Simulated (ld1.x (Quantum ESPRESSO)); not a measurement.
## chlorine TM: all-electron and pseudo phase curves

```
Element                 : Cl
Generator               : ld1.x (Quantum ESPRESSO) 7.5
Type                    : norm-conserving Troullier–Martins (Kleinman–Bylander form)
Functional              : LDA (PZ)
Relativity              : scalar-relativistic
Frozen core             : [Ne]
Valence charge          : 7
Reference configuration : 3s2 3p3.5 (charge +1.5)
Partial waves           : 3s (bound): rc 1.15 bohr; 3p (bound): rc 1.25 bohr
Local potential         : all-electron potential smoothed inside 1.20 bohr (lloc = -2)
Core correction         : Bessel-smoothed model core, default radius (core density twice the valence density)
```

The phase is arctan(r·u′/u) with u = r·R(r), unwrapped; energies in Ry, scanned from -5 to 5 Ry. A pole is an energy at which the radial function vanishes at the test radius. The pseudo phase is shifted by a multiple of π to meet the all-electron one at the reference energy, and phase errors are pseudo minus all-electron; the curves can meet again beyond the range given. Levels narrower than the energy grid can be missing from the lists of poles.

Question: For each channel, where are the poles, and over which energies does the pseudopotential scatter like the atom?

Answer:

```
channel  radius (bohr)  reference energy (Ry)  poles, all-electron  poles, pseudo  unbroken range about the reference energy with phases within 0.05 rad  phase error 1 Ry above the reference energy (rad)
      s           1.35                  -2.82                 4.53           3.06                                                              below 2.7                                             -0.005
      p           1.35                  -1.87                 none           4.68                                                        the whole range                                             -0.005
```

Phases in the p channel:

| E (Ry) | all-electron | pseudo |
| --- | --- | --- |
| -5.00 | 1.043 | 1.036 |
| -4.74 | 1.013 | 1.007 |
| -4.48 | 0.979 | 0.973 |
| -4.22 | 0.940 | 0.934 |
| -3.96 | 0.895 | 0.890 |
| -3.70 | 0.843 | 0.837 |
| -3.44 | 0.780 | 0.775 |
| -3.18 | 0.706 | 0.702 |
| -2.92 | 0.617 | 0.614 |
| -2.66 | 0.511 | 0.509 |
| -2.40 | 0.384 | 0.383 |
| -2.14 | 0.236 | 0.236 |
| -1.88 | 0.069 | 0.069 |
| -1.62 | -0.112 | -0.112 |
| -1.36 | -0.295 | -0.296 |
| -1.10 | -0.469 | -0.472 |
| -0.84 | -0.626 | -0.631 |
| -0.58 | -0.761 | -0.769 |
| -0.32 | -0.876 | -0.885 |
| -0.06 | -0.972 | -0.983 |
| 0.20 | -1.052 | -1.064 |
| 0.46 | -1.119 | -1.133 |
| 0.72 | -1.176 | -1.191 |
| 0.98 | -1.224 | -1.241 |
| 1.24 | -1.266 | -1.283 |
| 1.50 | -1.303 | -1.321 |
| 1.76 | -1.335 | -1.354 |
| 2.02 | -1.363 | -1.383 |
| 2.28 | -1.388 | -1.409 |
| 2.54 | -1.410 | -1.433 |
| 2.80 | -1.431 | -1.454 |
| 3.06 | -1.449 | -1.474 |
| 3.32 | -1.466 | -1.492 |
| 3.58 | -1.482 | -1.509 |
| 3.84 | -1.496 | -1.525 |
| 4.10 | -1.510 | -1.540 |
| 4.36 | -1.522 | -1.554 |
| 4.62 | -1.534 | -1.568 |
| 4.88 | -1.546 | -1.581 |
